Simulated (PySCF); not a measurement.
Core-level binding energies of SiH2Me(NCO)

Compound: SiH2Me(NCO), C2H5NOSi.
Structure used (PBE0-D3(BJ)/def2-SVP), in Å, numbered top down from 1:
```
atom  x, y, z in Å
Si1    0.7020    0.0191    0.4416
H2     0.7520    0.0254    1.9329
H3     2.0906   -0.0816   -0.0958
C4    -0.1631    1.5405   -0.2064
H5     0.3676    2.4497    0.1179
H6    -1.1954    1.5906    0.1719
H7    -0.1973    1.5340   -1.3064
N8    -0.1600   -1.3958   -0.0513
C9    -0.7474   -2.3931   -0.3519
O10   -1.3244   -3.3656   -0.6481
```

Method used: PySCF, delta-SCF UKS SCAN, pcX-2 on the ionised atom, pcseg-1 elsewhere, spin-free X2C. Each binding energy is the total energy of the core-ionised species, with the hole localised on one atom, minus that of the ground state; both are solved self-consistently, so orbital relaxation is included.

Problem. Give the core binding energies atom by atom.

Solution. 
| atom(s) | bonded to | level | binding energy (eV) | 2p1/2 (eV) | above the level's lowest (eV) | count |
| --- | --- | --- | --- | --- | --- | --- |
| Si1 | N, C and 2 H | Si 2p3/2 | 107.64 | 108.26 | 0.00 | 1 |
| Si1 | N, C and 2 H | Si 1s | 1847.57 | – | 0.00 | 1 |
| C4 | 3 H and Si | C 1s | 290.62 | – | 0.00 | 1 |
| N8 | C and Si | N 1s | 405.40 | – | 0.00 | 1 |
| C9 | O and N | C 1s | 294.81 | – | +4.19 | 1 |
| O10 | C | O 1s | 539.22 | – | 0.00 | 1 |

The listed C 1s values span 4.19 eV, from C4 (bonded to 3 H and Si) to C9 (bonded to O and N).

Problem. Which photon energy gives electrons from N 1s of N8 a kinetic energy of 20 eV, and what is their de Broglie wavelength?

Solution. hν = 405.40 + 20 = 425.40 eV, recoil neglected; λ = 12.264 Å/√(E/eV) = 2.74 Å.

Problem. What is the longest wavelength that can ionise N 1s of N8 vertically?

Solution. λ = hc/E = 12398.42 eV Å / 405.40 eV = 30.583 Å.

For 2p shells one spin-free hole was relaxed; a mean-field spin–orbit operator and the ground-state splitting of the three 2p orbitals were then diagonalised within the shell. The shell's mean is (2 × 2p3/2 + 2p1/2)/3, and the degeneracies 2j + 1 give areas of 2:1. 2p1/2 minus 2p3/2 (ligand field included): Si 0.63 eV. Geometry: PBE0-D3(BJ)/def2-SVP; no solvent, vibrations or thermal averaging.
